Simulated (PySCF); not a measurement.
# One molecule, several mistakes: F3Si

All numbers below are calculated, not measured. They come from PySCF 2.14.0, an open-source quantum chemistry program, on an isolated molecule that a program drew, which may never have been made. The molecule is F3Si (charge 0, doublet), drawn as the SMILES string `F[Si](F)F`.

Each row is a Hartree-Fock (HF) and frozen-core CCSD(T) single point in the cc-pV(D+d)Z basis, meant for a local HF minimum. Run 1 is clean. Each other run has one planted mistake out of seven kinds, and not every kind appears here: one electron removed, one electron added, multiplicity raised by two, geometry at a saddle point, minimal basis STO-3G, one bond length entered in bohr, all coordinates scaled. The reference is restricted for singlets and unrestricted otherwise, and also for a bond in bohr. Adding or removing an electron swaps singlet and doublet. Electrons count all cores. HOMO and LUMO are orbital energies over both spins, the gradient is its largest component, and the lowest frequency (negative if imaginary) is given only where the gradient is small. Bond lengths are over the 3 bonds as drawn. T1 is the CCSD diagnostic: over 0.02 (restricted) or 0.045 (unrestricted) a single reference is doubtful.

Geometry of the clean run:
```xyz
4
F3Si, angstrom
F    -1.1278   -4.0638   -2.8178
Si   -1.8866   -2.8799   -2.0710
F    -1.1484   -1.5204   -2.4476
F    -1.7110   -3.1065   -0.5048
```

```
run  electrons  basis functions  <S^2>  HOMO (eV)  LUMO (eV)  gradient (hartree/bohr)  lowest frequency (cm^-1)  mean bond (Å)  longest bond (Å)      T1  HF (hartree)  CCSD(T) (hartree)               mistake
  1         41               65  0.752     -11.78       0.63                  2.0e-05                       296         1.5922             1.592  0.0142    -587.40112         -588.05141              no fault
  2         41               24  0.758      -6.93       5.34                  3.7e-02                         -         1.5922             1.592  0.0151    -579.72704         -579.81991  minimal basis STO-3G
  3         41               65  0.760      -8.07       0.33                  1.8e-06                     -3775         1.6141             1.614  0.0168    -587.31725         -587.99056                     ?
  4         42               65  0.000      -1.04      11.72                  1.5e-01                         -         1.5922             1.592  0.0120    -587.40646         -588.07757                     ?
```

**Which mistake was planted in run 3, and what did it cost?**

The gradient is small, so the point is stationary, but the lowest frequency is imaginary (-3775 cm^-1). So the mistake is: geometry at a saddle point. Subtracting run 1 and multiplying by 627.51 kcal/mol a hartree, the energy moved by 52.6 kcal/mol in HF and 38.2 kcal/mol in CCSD(T).

**Which mistake was planted in run 4, and what did it cost?**

It counts 42 electrons, one more than the clean run, at the same geometry and basis. So the mistake is: one electron added. Subtracting run 1 and multiplying by 627.51 kcal/mol a hartree, the energy moved by -3.4 kcal/mol in HF and -16.4 kcal/mol in CCSD(T).

